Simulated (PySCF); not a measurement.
Se(3+) (selenium, charge +3) across methods

[Ar] 3d10 4s2 4p1, 2P determinant. Calculation: PySCF 2.14, in aug-cc-pVTZ-PP with one added diffuse shell each of s, d, f type with ECP10MDF (7s5p5d3f, 68 functions); a scalar-relativistic core potential. The B2PLYP total includes its PT2 part (frozen core); its orbital energies are those of the SCF part.

| method | E (hartree) | mean ε 4s α (eV) | mean ε 4s β (eV) | mean ε 4p α (eV) | Σ⟨r²⟩ (bohr²) | ⟨S²⟩ |
| --- | --- | --- | --- | --- | --- | --- |
| CAM-B3LYP | -370.8098 | -53.098 | -51.632 | -39.860 | 18.14 | 0.752 |
| LDA | -370.2644 | -50.055 | -49.049 | -36.918 | 18.09 | 0.751 |
| UHF | -369.64368 | -55.584 | -52.449 | -42.260 | 18.26 | 0.757 |
| PBE0 | -370.7978 | -51.377 | -49.806 | -38.421 | 18.12 | 0.752 |
| BP86 | -370.9781 | -49.838 | -48.769 | -37.004 | 18.07 | 0.751 |
| r2SCANh | -370.6902 | -50.872 | -49.367 | -38.026 | 18.08 | 0.754 |
| r2SCAN | -370.6902 | -50.245 | -48.885 | -37.482 | 18.07 | 0.754 |
| B2PLYP | -370.4510 | -53.013 | -51.001 | -39.792 | 18.17 | 0.753 |
| PBE | -370.8319 | -49.662 | -48.533 | -36.892 | 18.11 | 0.751 |

Energies and moments cover only the electrons outside the core potential.
